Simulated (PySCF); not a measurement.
BCl₂, SMILES [B-](Cl)Cl (connectivity only; charge and spin as stated), charge -1, multiplicity 1. The structure is a stationary point at PBE-D3(BJ)/def2-TZVPD.

These are PBE-D3(BJ)/def2-TZVPD run with PySCF values and carry that method's errors.

Harmonic wavenumbers (cm⁻¹): 237, 496, 498. Rotational constants (GHz): 39.21, 3.136, 2.904; symmetry number 2.

Question: Work out the zero-point energy and the ideal-gas rigid-rotor harmonic-oscillator thermochemistry at 298.15 K and 1 atm.

Answer: ZPE = ½ Σ hcν = ½ × 1231 cm⁻¹ = 1.76 kcal/mol. H − E(el) = 4.73 kcal/mol. Entropy in cal/(mol K): translation 39.12, rotation 22.94, vibration 3.16, total 65.21. G − E(el) = -14.71 kcal/mol. Cp = 12.25 cal/(mol K).
